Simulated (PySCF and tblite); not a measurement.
Results of a calculation; reference values are marked as such.
System: C₈H₇F, numbered as in [CH2:1]=[CH:2][c:3]1[cH:4][cH:5][c:6]([F:7])[cH:8][cH:9]1.

The path came from a restrained scan, a climbing-image band and a saddle search at GFN2-xTB; energies are B3LYP/pcSseg-1 + D3(BJ)//GFN2-xTB, thermal terms GFN2-xTB. Rate constants are transition-state-theory values, counting equivalent paths, without tunnelling. Run with tblite and PySCF.

Question: What barrier does the rotation about the C3–C2 bond (torsion C4–C3–C2–C1 from 0° to 180°, rising) meet, and how fast is it at 298 K?

Answer: The electronic barrier is 4.1 kcal/mol and ΔG‡(298 K) 4.5 kcal/mol, over a Cs saddle with an imaginary mode of 107i cm⁻¹ (GFN2-xTB). With 2 equivalent paths, k is 5.9×10⁹ s⁻¹, a mean lifetime of the start of 170 ps against this motion.
